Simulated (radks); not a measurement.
All-electron atom: Pt10+ in [Xe] 4f14 (the NIST ground configuration).

All-electron calculation, scalar-relativistic Kohn-Sham, PBE, spin-polarised, spherical densities, finite nucleus; Fermi nuclear charge, rms radius 5.427 fm. Program: a radial shooting solver on a logarithmic mesh with Libxc functionals.

Energy parts (eV):
total: -500241.90
kinetic: 557719.57
electron-nucleus: -1231185.03
Hartree: 182696.86
exchange-correlation: -9473.29

Orbitals (lengths in bohr, moments of r in powers of bohr; r(90%) holds 90 % of the orbital's charge):
1s: occ. 2; eigenvalue (eV) -78569.41; <1/r> 93.91; <r> 0.01715; r(90%) 0.0313; <r^4> 4.521e-07
2s: occ. 2; eigenvalue (eV) -13946.44; <1/r> 22.01; <r> 0.07236; r(90%) 0.112; <r^4> 0.00006658
2p: occ. 6; eigenvalue (eV) -12113.61; <1/r> 19.66; <r> 0.06523; r(90%) 0.106; <r^4> 0.00005364
3s: occ. 2; eigenvalue (eV) -3406.416; <1/r> 8.162; <r> 0.1871; r(90%) 0.274; <r^4> 0.002413
3p: occ. 6; eigenvalue (eV) -2872.343; <1/r> 7.466; <r> 0.1881; r(90%) 0.281; <r^4> 0.002639
3d: occ. 10; eigenvalue (eV) -2292.493; <1/r> 7.033; <r> 0.1704; r(90%) 0.264; <r^4> 0.002029
4s: occ. 2; eigenvalue (eV) -864.8062; <1/r> 3.494; <r> 0.4149; r(90%) 0.595; <r^4> 0.05446
4p: occ. 6; eigenvalue (eV) -689.4590; <1/r> 3.160; <r> 0.4415; r(90%) 0.640; <r^4> 0.07257
4d: occ. 10; eigenvalue (eV) -476.2097; <1/r> 2.831; <r> 0.4671; r(90%) 0.697; <r^4> 0.1006
4f: occ. 14; eigenvalue (eV) -238.7651; <1/r> 2.413; <r> 0.5074; r(90%) 0.814; <r^4> 0.1906
5s: occ. 2; eigenvalue (eV) -263.9284; <1/r> 1.479; <r> 0.9151; r(90%) 1.29; <r^4> 1.223
5p: occ. 6; eigenvalue (eV) -214.0137; <1/r> 1.302; <r> 1.020; r(90%) 1.45; <r^4> 1.914

The highest occupied level is 5p at -214.01 eV. The electron density at the nucleus is 2.117e+06 e/bohr^3 (large components only). The density falls to 0.001 e/bohr^3 at r = 2.25 bohr.
